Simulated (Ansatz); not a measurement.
Geometry optimisation, Ansatz, RKS PBE/def2-SVP.

Input:

```yaml
crystal:
  periodic: [false, false, false]
  atoms:
    - { symbol: Al, position_ang: [-0.034647, -0.432368, 0.074245] }
    - { symbol: F, position_ang: [-0.28095, -0.453252, 1.745641] }
    - { symbol: O, position_ang: [1.60179, -0.449039, -0.415058] }
    - { symbol: H, position_ang: [1.840336, -0.493777, -1.353928] }
    - { symbol: O, position_ang: [-1.322715, -0.622866, -1.02941] }
    - { symbol: H, position_ang: [-2.249144, -0.580136, -0.746328] }
    - { symbol: O, position_ang: [0.005713, 2.313842, 1.180125] }
    - { symbol: H, position_ang: [0.975104, 2.432119, 1.157722] }
    - { symbol: H, position_ang: [-0.103787, 1.651676, 1.911891] }
basis:
  gaussian: { orbitals: def2-SVP }
hamiltonian:
  xc: pbe
relax:
  f_tol: 0.03
  max_steps: 50
```

Run as:

```bash
$ ansatz run input.yaml --threads 2 --pin off --max-ram 3072MiB --backend cpu --events-out ev --progress --plain --runs-dir out
```

**Question.** Where does it end, and by what steps?

**Answer.** The forces met the threshold. After 13 steps the energy has fallen by 0.743 eV; H8 moved furthest, 0.90 Å. Joined: Al1–O7 (2.96 → 1.99 Å).

```tsv
step	energy less start (eV)	largest force component (eV/Å)	accepted
0	0.0000	0.871	yes
1	-0.1704	0.787	yes
2	-0.3816	1.140	yes
3	-0.5916	0.760	yes
4	-0.6505	0.473	yes
5	-0.6787	0.343	yes
6	-0.6952	0.218	yes
7	-0.7118	0.554	yes
8	-0.7249	0.225	yes
9	-0.7351	0.212	yes
10	-0.7405	0.135	yes
11	-0.7428	0.046	yes
12	-0.7433	0.040	yes
13	-0.7435	0.020	yes
```

```xyz
9
Properties=species:S:1:pos:R:3
Al -0.152 -0.097 0.282
F -0.403 -0.783 1.810
O 1.508 0.121 -0.232
H 1.890 -0.275 -1.028
O -1.341 -0.292 -0.945
H -2.225 -0.625 -0.729
O 0.048 1.784 0.916
H 0.981 1.764 0.559
H 0.127 1.768 1.892
```

Whether the end is a true minimum wasn't checked by a vibrational analysis.

The run took 25 s on 2 threads of Arm Neoverse V1, on a shared host, peak memory 0.13 GiB.
